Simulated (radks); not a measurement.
Numerical settings for the ruthenium ion Ru2+, [Kr] 4d6. Calculated with a radial shooting solver on a logarithmic mesh with Libxc functionals: scalar-relativistic Kohn-Sham, r2SCAN, spin-polarised, spherical densities, finite nucleus; open shells are filled with parallel spins first (spin-orbit coupling, left out, can overturn this in heavy ions); meta-GGA in the generalised Kohn-Sham scheme; Fermi nuclear charge, rms radius 4.4809 fm. The defaults (mesh step 0.008 in ln r, mesh end at 40 bohr or more with all orbitals vanishing there, Anderson mixing 0.5 over 9 steps, residual threshold near 1e-9 with the energy settled to 1e-9 hartree or 1e-11 of itself, here a cap of 80 iterations) give E = -4530.515 hartree and 4d at -21.687 eV in 12 iterations. Run on one thread of a shared host, so times are rough (Arm Neoverse V2): 0.16 s of CPU time, 0.16 s wall, 12 iterations on 2198 mesh points. Changes against that run (0 stands for a change within the tolerance of the run):

setting,iterations,converged,E (mhartree),e(4d) (meV),CPU (s)
mesh step in ln r 0.05,10,yes,-2.66,+3.11,0.03
mesh step in ln r 0.02,11,yes,0,-0.0132,0.07
mesh step in ln r 0.003,15,yes,0,-0.00331,0.48
mesh end (bohr) 2,12,level above zero,+5.84e+03,+4.02e+04,0.13
mesh end (bohr) 3,12,yes,+460,+6.6e+03,0.14
residual threshold 0.01,10,yes,0,+0.0998,0.14
residual threshold 1e-13,43,yes,0,+0.0111,0.33
mixing 0.05,17,yes,0,+0.0116,0.21
"linear mixing, mixing 0.5",22,yes,0,+0.00492,0.25
"linear mixing, mixing 1",23,no,diverged,-,0.41
mixing history 20,12,yes,0,+0.0161,0.16
iteration cap 8,8,no,0,+0.497,0.11

Settled on a wrong energy, with an occupied level pushed above zero by the early mesh end: mesh end (bohr) 2 (+5.84 hartree). Apart from these: settings that end as converged yet miss the energy by more than 1 mhartree: mesh step in ln r 0.05 (-0.00266 hartree); mesh end (bohr) 3 (+0.46 hartree). A mesh that ends early acts as a hard wall.
